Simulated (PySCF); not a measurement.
PySCF 2.14 output of an unrestricted PBE calculation on a single atom or ion in def2-TZVP, with the non-relativistic Hamiltonian (point nucleus):

```
SCF conv_tol = 1e-09
number electrons alpha = 1  beta = 0
    J. P. Perdew, K. Burke, and M. Ernzerhof.,  Phys. Rev. Lett. 77, 3865 (1996)
    J. P. Perdew, K. Burke, and M. Ernzerhof.,  Phys. Rev. Lett. 78, 1396 (1997)
    J. P. Perdew, K. Burke, and M. Ernzerhof.,  Phys. Rev. Lett. 77, 3865 (1996)
    J. P. Perdew, K. Burke, and M. Ernzerhof.,  Phys. Rev. Lett. 78, 1396 (1997)
cycle= 1 E= -7.9790309987211  delta_E= -0.000207  |g|= 0.00114  |ddm|= 0.0183
cycle= 2 E= -7.9790311181769  delta_E= -1.19e-07  |g|= 4.12e-05  |ddm|= 0.000232
cycle= 3 E= -7.97903111835028  delta_E= -1.73e-10  |g|= 1.64e-07  |ddm|= 8.38e-06
converged SCF energy = -7.97903111835028  <S^2> = 0.75  2S+1 = 2
```

The run itself started from symmetry-adapted Hartree-Fock orbitals and held the occupation by maximum overlap, on a logarithmic radial grid, so the iterations belong to that start.

Q: Which element, charge and spin multiplicity is this?

A: Be³⁺ (beryllium, charge +3), multiplicity 2; the state was 1s1, 2S determinant.

For one electron the Hartree and exchange-correlation energies should cancel; what remains is the self-interaction error.
